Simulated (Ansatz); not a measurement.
Species: C4H6N, SMILES `C1=C[NH2+]C=C1` with one electron added (charge 0, multiplicity 2).

### Question
Give a relaxed geometry from CAM-B3LYP-D3(BJ)/def2-TZVP in Ansatz (a program for electronic structure).

### Answer
the end point of this relaxation (outside a Z-matrix the atoms follow the SMILES, hydrogens last).
Z-matrix (Å, degrees):
```
N
H 1 1.0170
H 1 1.0329 2 106.56
C 1 1.4877 2 111.59 3 121.58
H 4 1.0758 1 117.04 2 -69.16
C 4 1.3862 5 131.14 1 150.05
H 6 1.0777 4 124.07 5 21.98
C 6 1.3948 7 125.56 4 -176.77
H 8 1.0777 6 125.56 7 0.00
C 8 1.3862 9 124.07 6 -176.77
H 10 1.0758 8 131.13 9 -22.00
```
